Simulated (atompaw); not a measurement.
**Before and after: PAW (atompaw) potential for manganese**

```json
{
 "Element": "manganese (Mn)",
 "Generator": "atompaw 4.2.0.5",
 "Type": "PAW",
 "Functional": "PBEsol",
 "Relativity": "scalar-relativistic",
 "Frozen core": "[Ne] 3s2",
 "Valence charge": "13",
 "Reference configuration": "3p6 3d5 4s0 4p0 (charge +2)",
 "Partial waves": "4s (bound, empty): rc 2.65 bohr; 4s channel at -0.6 Ry: rc 2.65 bohr; 3p (bound): rc 1.45 bohr; 4p (bound, empty): rc 2.65 bohr; 3d (bound): rc 2.05 bohr; 3d channel at -0.2 Ry: rc 2.05 bohr",
 "Local potential": "bessel scheme, radius 1.95 bohr",
 "Core correction": "smooth core density matched at 2.05 bohr",
 "Augmentation charge": "besselshape compensation charge, radius 2.10 bohr; PAW radius 2.65 bohr; waves and projectors: custom rrkj vanderbiltortho"
}
```

Change: reference 3p6 3d4 4s0 4p0.

Cutoffs: the cutoffs (Ry, on a coarse ladder) from which the occupation-weighted sum of valence levels, in a spherical-Bessel basis at the reference potential, stays within 10 and 1 mRy of its value at 400 Ry; they do not see the model core or the augmentation charge, which bear on the density cutoff.

Question: What does the change do?

Answer: The potential gets neither clearly harder nor softer (40 Ry and 70 Ry → 40 Ry and 70 Ry); the p channel sets the loose cutoff, while the largest relative change is in d, which becomes harder; the range in which the d phases agree narrows (upper end 4.9 → 3.2); neither file shows a bound ghost.

| quantity | base | changed |
| --- | --- | --- |
| cutoff, loose | 40 Ry | 40 Ry |
| cutoff, tight | 70 Ry | 70 Ry |
| loose cutoff by channel (10 mRy a level) | p 35 Ry, d 18 Ry | p 35 Ry, d 21 Ry |
| bound ghosts | none | none |
| s: phases at 2.65 bohr within 0.05 rad from the reference energy up to (Ry; the scan ends near 5) | 2.2 | 1.6 |
| p: phases at 2.65 bohr within 0.05 rad from the reference energy up to (Ry; the scan ends near 5) | 3.6 | 3.6 |
| d: phases at 2.65 bohr within 0.05 rad from the reference energy up to (Ry; the scan ends near 5) | 4.9 | 3.2 |
| lowest overlap eigenvalue by channel | s 0.39, p 0.58, d 0.13 | s 0.42, p 0.56, d 0.87 |

 The cutoffs see the waves, projectors and local potential, not the compensation charge or the core.
